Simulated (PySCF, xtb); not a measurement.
C4H4N, SMILES [N]1C=CC=C1, multiplicity 2.

Harmonic wavenumbers (cm⁻¹) from GFN2-xTB in xtb at its own minimum, in rising order: 424, 453, 690, 722, 753, 809, 814, 831, 928, 1042, 1060, 1086, 1166, 1202, 1306, 1406, 1500, 3139, 3140, 3158, 3171.

Question: What does PBE-D3(BJ)/def2-SVP (PySCF) give at its own minimum? (An estimate is asked for; the answer gives what the named calculation found.)

Answer: 440, 523, 669, 690, 773, 821, 851, 889, 909, 1015, 1061, 1079, 1182, 1243, 1314, 1412, 1531, 3123, 3126, 3169, 3188. Paired by order, the mean absolute difference is 23 cm⁻¹ and the zero-point energies are 41.2 and 41.5 kcal/mol.
